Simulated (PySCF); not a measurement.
An element was calculated at UHF (PySCF 2.14, non-relativistic, a triple-zeta basis, no spin-orbit coupling), in the ground configurations that NIST lists.

- electron affinity: -1.449 eV
- first ionisation energy: 7.717 eV
- second ionisation energy: 15.168 eV
- third ionisation energy: 32.882 eV
- polarisability of the atom: 65.3 bohr³

Task: Which element is it?

Result: Nickel (Ni, Z = 28), in aug-cc-pVTZ. NIST lists 7.640, 18.169, 35.187 ± 0.019 eV for these ionisation energies.
